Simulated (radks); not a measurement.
Results of a calculation; reference values are marked as such.
Problem. Successive ionisation energies (eV) of one element, from differences of total energies of ions in their ground configurations, starting at charge 0: 7.344, 13.568, 26.971, 43.322, 99.502, 120.86, 143.17, 166.35, 191.33, 216.07, 266.43, 291.83. Code: a radial shooting solver on a logarithmic mesh with Libxc functionals. Model: Dirac Kohn-Sham, PBE, spin-unpolarised, spherical densities, point nucleus; open shells fill j = l - 1/2 first. Which element is it?

Solution. Titanium (Z = 22). The first species listed is Ti in [Ar] 3d2 4s2, the last Ti11+ in [Ne] 3s1.
